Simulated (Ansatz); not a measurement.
`C#[C][Hf]([Cl])([Cl])[C]#C`, charge 0, multiplicity 1.

Q: Give a relaxed structure at PBE0-D4/def2-TZVP (Ansatz). (Best estimate.)

A: Computed: 
```xyz
9

C     1.640   -2.154   -1.005
C     1.272   -1.089   -0.549
Hf    0.591    0.791    0.259
Cl    1.179    2.507   -1.197
Cl    1.511    1.093    2.373
C    -1.557    0.707    0.425
C    -2.768    0.645    0.512
H     1.963   -3.089   -1.406
H    -3.831    0.590    0.587
```
Point group C2v.
This is one stationary point; other conformers may exist.
